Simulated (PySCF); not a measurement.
A PySCF script (with the pyscf-properties extension) for the NMR shieldings of SMILES O=C1CCB(F)CC1=O, C₅H₆BFO₂, on a GFN2-xTB geometry:

```python
import basis_set_exchange as bse
import numpy as np
from pyscf import gto, dft
from pyscf.prop import nmr

atoms = """
O    -0.685278    2.204817   -1.096377
C    -0.363243    1.403529   -0.262293
C    -1.313933    0.472171    0.460938
C    -1.027955   -0.986045    0.052013
B     0.512400   -1.330398   -0.063480
F     0.929923   -2.572406    0.052887
C     1.559856   -0.177752   -0.385393
C     1.066933    1.124478    0.186715
O     1.663423    1.799802    0.982335
H    -1.144665    0.586792    1.533741
H    -2.343259    0.750106    0.230795
H    -1.555314   -1.656948    0.732630
H    -1.473397   -1.160085   -0.933743
H     1.596197   -0.066336   -1.473357
H     2.573897   -0.383738   -0.039325
"""
names = dict.fromkeys(["O", "C", "B", "F", "H"], "pcSseg-1")
basis = {el: gto.basis.parse(bse.get_basis(n, elements=[el], fmt="nwchem")) for el, n in names.items()}
mol = gto.M(atom=atoms, basis=basis, charge=0, verbose=0)
mf = dft.RKS(mol, xc="PBE0")
mf.grids.level = 2
mf.grids.alignment = dft.numint.BLKSIZE   # the property module wants whole blocks of grid points
mf.conv_tol = 1e-9
mf.kernel()

calc = nmr.RKS(mf)   # GIAO
C = mf.mo_coeff
Co = C[:, mf.mo_occ > 0]
resp = mf.gen_response(singlet=True, hermi=2)
def vind(x):   # induced exchange potential for any number of trial vectors
    d = np.einsum("pi,xij,qj->xpq", C, 2 * x.reshape(-1, C.shape[1], Co.shape[1]), Co, optimize=True)
    return np.einsum("xpq,pi,qj->xij", resp(d - d.transpose(0, 2, 1)), C, Co, optimize=True).ravel()
mo1, _ = nmr.rhf.solve_mo1(calc, with_cphf=vind)
sigma = calc.kernel(mo1)
for i, s in enumerate(sigma):   # ppm
    print("%2d %-2s %9.2f" % (i, mol.atom_pure_symbol(i), np.trace(s) / 3))
```

Question: What are the results?

Answer: 
```
 0 O    -351.81
 1 C     -31.60
 2 C     147.66
 3 C     164.01
 4 B      42.08
 5 F     178.68
 6 C     137.00
 7 C     -23.88
 8 O    -338.88
 9 H      29.11
10 H      29.14
11 H      30.01
12 H      30.19
13 H      28.85
14 H      28.89
```

These numbers come from an equivalent density-fitted implementation of the same equations, which agrees with the script to about 0.01 ppm for H and up to a few tenths of a ppm for heavy atoms, so last digits may differ.

Size and cost of the density-fitted run: 183 basis functions, 20 s wall time on 1 thread of an Arm Neoverse V2, shared host; peak memory 0.82 GiB.
